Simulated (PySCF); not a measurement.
ORD: `F[C@H]1CC[CH2][Ge@H]([F])[CH2]1`, C₅H₁₀F₂Ge

Molfile (atoms numbered from 1):
```
C5H10F2Ge
     RDKit          3D

 18 18  0  0  0  0  0  0  0  0999 V2000
    0.3073    1.0744   -1.7479 F   0  0  0  0  0  0  0  0  0  0  0  0
   -0.2390    1.4077   -0.5101 C   0  0  1  0  0  0  0  0  0  0  0  0
   -1.3954    0.4489   -0.2156 C   0  0  0  0  0  0  0  0  0  0  0  0
   -1.0795   -1.0152   -0.5317 C   0  0  0  0  0  0  0  0  0  0  0  0
   -0.0157   -1.6242    0.3792 C   0  0  0  0  0  0  0  0  0  0  0  0
    1.6189   -0.4999    0.3406 Ge  0  0  2  0  0  4  0  0  0  0  0  0
    2.5286   -0.7982    1.8315 F   0  0  0  0  0  0  0  0  0  0  0  0
    0.8985    1.3432    0.4950 C   0  0  0  0  0  0  0  0  0  0  0  0
   -0.6155    2.4339   -0.6227 H   0  0  0  0  0  0  0  0  0  0  0  0
   -2.2528    0.7490   -0.8224 H   0  0  0  0  0  0  0  0  0  0  0  0
   -1.6690    0.5576    0.8358 H   0  0  0  0  0  0  0  0  0  0  0  0
   -2.0037   -1.5928   -0.4401 H   0  0  0  0  0  0  0  0  0  0  0  0
   -0.7521   -1.0829   -1.5706 H   0  0  0  0  0  0  0  0  0  0  0  0
   -0.3716   -1.6368    1.4124 H   0  0  0  0  0  0  0  0  0  0  0  0
    0.1779   -2.6560    0.0874 H   0  0  0  0  0  0  0  0  0  0  0  0
    2.6916   -0.7399   -0.6973 H   0  0  0  0  0  0  0  0  0  0  0  0
    0.5258    1.5276    1.5013 H   0  0  0  0  0  0  0  0  0  0  0  0
    1.6369    2.1097    0.2634 H   0  0  0  0  0  0  0  0  0  0  0  0
  1  2  1  0
  2  3  1  0
  3  4  1  0
  4  5  1  0
  5  6  1  0
  6  7  1  0
  6  8  1  0
  8  2  1  0
  2  9  1  6
  3 10  1  0
  3 11  1  0
  4 12  1  0
  4 13  1  0
  5 14  1  0
  5 15  1  0
  6 16  1  6
  8 17  1  0
  8 18  1  0
M  END
```

Level of theory: TDDFT CAM-B3LYP/def2-SVPD circular dichroism and optical rotation, one conformer, gas phase in PySCF 2.14.0. Geometry: GFN2-xTB.

The calculation is non-relativistic, which matters for the atoms heavier than Zn. States above about 9.4 eV (minus the energy of the highest occupied orbital) lie near or above the ionisation threshold and depend on the basis.

Stereocentres: C2 S, Ge6 S.

**Question.** What is the specific rotation at 633, 589.3, 546, 436, 405, 365, 355 nm?

**Answer.** [α] in deg dm⁻¹ (g/mL)⁻¹:
| λ (nm) | origin-invariant length gauge | modified velocity gauge | length gauge (centre of mass) | isotropic polarisability (au) |
| --- | --- | --- | --- | --- |
| 633 | +4.3 | +6.3 | +4.2 | 85.5 |
| 589.3 | +5.0 | +7.3 | +4.9 | 85.7 |
| 546 | +5.9 | +8.6 | +5.8 | 86.1 |
| 436 | +9.6 | +14.1 | +9.5 | 87.5 |
| 405 | +11.4 | +16.6 | +11.2 | 88.1 |
| 365 | +14.5 | +21.1 | +14.4 | 89.2 |
| 355 | +15.6 | +22.6 | +15.4 | 89.5 |

**Question.** And for the mirror image at 589.3 nm?

**Answer.** -5.0 deg dm⁻¹ (g/mL)⁻¹ (origin-invariant length gauge): the same size and the opposite sign.

**Question.** What is the molar rotation [Φ] = [α]·M/100 of the geometry above at 589.3 nm?

**Answer.** With M = 180.76 g/mol, +9.0 deg cm² dmol⁻¹ (origin-invariant length gauge).

The first excitation lies at 7.24 eV (171 nm) with R = +10.6 × 10⁻⁴⁰ esu² cm² (velocity form).
